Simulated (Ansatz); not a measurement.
A structure relaxed at r2SCAN-D4/def2-SVP in Ansatz, charge 0, doublet:

```xyz
7

Co   -1.0307   -1.6979   -0.8119
Si   -2.5132   -0.2914    0.1206
Si    1.1935    1.9351   -1.6789
Si    1.7489   -0.6207    2.0868
Si   -0.3758   -0.5599    1.1536
Si    1.5659    0.6387    0.1697
Si   -0.5888    0.5961   -1.0399
```

(1) Give its formula.

(2) Summarise the bond lengths by kind (pairs closer than 1.2 times the sum of covalent radii, bridged metal pairs left out).

Results:

(1) CoSi₆.

(2) 9 × Si–Si 2.29 to 2.49 Å; 3 × Co–Si 2.25 to 2.36 Å. The metal has 3 neighbours: Si 2.25 Å, Si 2.36 Å, Si 2.35 Å.

The charge 0 doublet is spin-contaminated (final ⟨S²⟩ up to 1.77, 0.75 for a pure state). The relaxation made no stability test and no search for a lower SCF solution. No other spin state of charge 0 was run. Another isomer (quartet) lies 1.62 eV lower at PBE0-D4/def2-TZVP; other spin states weren't run for this one.
